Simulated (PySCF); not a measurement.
C2H4N, SMILES [CH2]N=C, multiplicity 2. Atoms are numbered in the order given.

```xyz
7

C      0.0000     1.1379     0.1543
N      0.0000     0.0000    -0.5060
C      0.0000    -1.1379     0.1543
H      0.0000     1.1798     1.2472
H      0.0000     2.0667    -0.4019
H      0.0000    -2.0667    -0.4019
H      0.0000    -1.1798     1.2472
```
Charge 0, spin multiplicity 2.

Coordinates come from a B3LYP-D3(BJ)/def2-TZVP optimisation. The isomer is the one that the SMILES or the coordinates give; other isomers of the formula were not compared.

Level of theory: TDA-PBE/def2-SVPD (PySCF).

Vertical excitations. The molecule is in vacuum.

Computed UV-visible absorptions:
```csv
state,energy (eV),λ (nm),f,main pairs
root 1,2.41,515,0.000,β HOMO→LUMO 100 %
root 2,4.15,299,0.029,"α HOMO→LUMO 69 %, β HOMO−1→LUMO 31 %"
root 3,4.62,268,0.000,"α HOMO−1→LUMO 78 %, β HOMO→LUMO+1 22 %"
root 4,5.50,226,0.000,α HOMO→LUMO+1 100 %
root 5,5.78,214,0.000,"α HOMO−1→LUMO 20 %, β HOMO→LUMO+1 74 %"
root 6,5.88,211,0.001,β HOMO−2→LUMO 93 %
root 7,6.18,201,0.017,α HOMO→LUMO+2 100 %
root 8,6.26,198,0.003,"α HOMO−1→LUMO+1 76 %, β HOMO→LUMO+2 23 %"
root 9,6.54,189,0.036,"α HOMO−1→LUMO+1 23 %, β HOMO→LUMO+2 76 %"
root 10,6.54,189,0.309,"α HOMO→LUMO 25 %, α HOMO−1→LUMO+2 5 %, α HOMO→LUMO+8 5 %, β HOMO−1→LUMO 58 %"
```
Unrestricted roots are not spin-pure.
